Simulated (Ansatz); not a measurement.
`[SiH3]B[CH2][SnH3]` + `NB(N)O` → `NB(N)O[SiH3]` + `B[CH2][SnH3]`  (cleavage of the Si–B bond)

Gas-phase electronic energies from Ansatz, PBE0-D4/def2-TZVP geometries. CCSD(T)/CBS is the MP2 limit (def2-TZVPP, def2-QZVPP) plus CCSD(T) − MP2 in def2-TZVPP, frozen cores. DFT in def2-TZVPP. HSE06 is defined as in plane-wave codes. Elements past krypton have def2 core potentials. For Sn outer-core shells are correlated without core-valence functions, which leaves a few kJ/mol of doubt a bond. Each species was taken in one conformer, which may not be the lowest.

Question: Is it downhill or uphill in electronic energy at CCSD(T)/CBS, and by how much? (Estimate.)

Answer: The calculation gave: Downhill: ΔE = -25.0 kcal/mol.

Question: What do these levels give: LDA (SPW92), PBE-D4, r2SCAN0-D4, B2PLYP, PBE, revPBE, BLYP, r2SCANh, HSE06, CAM-B3LYP, CCSD(T)/def2-SVP, HF/def2-QZVPP? (Best estimate.)

Answer: Computed: LDA (SPW92) -20.3, PBE-D4 -20.1, r2SCAN0-D4 -25.2, B2PLYP -27.0, PBE -20.5, revPBE -20.4, BLYP -25.5, r2SCANh -24.8, HSE06 -22.2, CAM-B3LYP -27.8, CCSD(T)/def2-SVP -22.4, HF/def2-QZVPP -33.1 kcal/mol.

Largest T1 diagnostic among the species: 0.013.

From BLYP to BHLYP (50 % exact exchange), in def2-TZVPP and without D4, ΔE moves by −3.8 kcal/mol. At CCSD(T), def2-SVP lies +2.6 kcal/mol from the extrapolated value and def2-TZVPP −0.1 kcal/mol. In def2-TZVPP, CCSD(T) changes the Hartree–Fock value by +7.5 kcal/mol (the triples alone add +1.0 kcal/mol) and MP2 by +6.2 kcal/mol.
